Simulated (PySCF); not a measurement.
Bi(H)2(OMe) (CH₅BiO), SMILES C[O][BiH2]. Geometry optimised at B3LYP-D3(BJ)/def2-SVP. The def2 effective core potentials stand for the cores of Bi; spin–orbit coupling is left out.

Q: Give the equilibrium geometry at B3LYP-D3(BJ)/def2-SVP (PySCF confirms it by a frequency run) as bond lengths and angles, and its point group. (An estimate is asked for; the answer gives what the named calculation found.)

A: point group Cs.
Atoms: Bi1 H2 H3 O4 C5 H6 H7 H8. Bonded distances (Å): Bi1–H2 1.824, Bi1–H3 1.824, Bi1–O4 2.116, O4–C5 1.401, C5–H6 1.110, C5–H7 1.106, C5–H8 1.110. Angles (°): H2–Bi1–H3 88.6, H2–Bi1–O4 95.2, H3–Bi1–O4 95.2, Bi1–O4–C5 119.2, O4–C5–H6 113.1, O4–C5–H7 108.3, O4–C5–H8 113.1, H6–C5–H7 107.5, H6–C5–H8 107.1, H7–C5–H8 107.5.
